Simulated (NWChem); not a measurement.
System: C3H6F2; SMILES CC(C)(F)F

```xyz
11

C      1.2789     0.0000    -0.7917
C      0.0000     0.0000     0.0079
C     -1.2789     0.0000    -0.7917
F      0.0000    -1.0905     0.8287
F      0.0000     1.0905     0.8287
H      1.3334     0.8949    -1.4261
H      2.1315     0.0000    -0.0989
H      1.3334    -0.8949    -1.4261
H     -1.3334     0.8949    -1.4261
H     -2.1315     0.0000    -0.0989
H     -1.3334    -0.8949    -1.4261
```
Atoms are numbered in this order, from 1.

Results from NWChem. Geometry: optimised at PBE0/def2-SVP. Atomic charges in e: unrestrained fits to the electrostatic potential beside Mulliken populations; buried atoms are poorly determined by the fit.

Task: What does the run give for B3LYP/def2-SVP? Quantities: ESP C1; Mulliken C1; ESP C2; Mulliken C2; ESP C3; Mulliken C3; ESP F4; Mulliken F4; ESP F5; Mulliken F5; relative RMS misfit of the potential (%).

Result: 
```yaml
ESP C1: -0.30
Mulliken C1: 0.03
ESP C2: 0.83
Mulliken C2: 0.25
ESP C3: -0.30
Mulliken C3: 0.03
ESP F4: -0.34
Mulliken F4: -0.23
ESP F5: -0.34
Mulliken F5: -0.23
relative RMS misfit of the potential (%): 23
```
